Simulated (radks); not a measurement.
The numbers below are computed, except where a source is named.
The nuclear charge of neutral chlorine is varied continuously with 17 electrons held in [Ne] 3s2 3p5. Code: a radial shooting solver on a logarithmic mesh with Libxc functionals. Model: Dirac Kohn-Sham, PBE, spin-unpolarised, spherical densities, finite nucleus; open shells fill j = l - 1/2 first; Fermi nuclear charge, rms radius 3.3654 fm. By the Hellmann-Feynman theorem dE/dZ = E(electron-nucleus)/Z, the electronic potential at the nucleus (averaged over a nucleus of fixed radius).

Z     E (hartree)  E(electron-nucleus)/Z (hartree)   HOMO  e(HOMO) (eV)  <r> HOMO (bohr)
16.8   -448.58434                         -63.7646  3p3/2        -6.311            1.925
16.9   -454.98544                         -64.2573  3p3/2        -7.409            1.885
17     -461.43580                         -64.7498  3p3/2        -8.547            1.847
17.1   -467.93538                         -65.2419  3p3/2        -9.726            1.812
17.2   -474.48418                         -65.7339  3p3/2       -10.945            1.778
17.3   -481.08215                         -66.2256  3p3/2       -12.202            1.746
17.4   -487.72929                         -66.7171  3p3/2       -13.497            1.715
17.5   -494.42557                         -67.2085  3p3/2       -14.830            1.686
17.6   -501.17099                         -67.6998  3p3/2       -16.200            1.657
17.7   -507.96552                         -68.1909  3p3/2       -17.607            1.631
17.8   -514.80916                         -68.6819  3p3/2       -19.050            1.605
17.9   -521.70190                         -69.1728  3p3/2       -20.529            1.580
18     -528.64373                         -69.6637  3p3/2       -22.043            1.556

The central difference of E at Z = 17 is -64.750 hartree, to compare with the third column; the second derivative is -4.92 hartree.
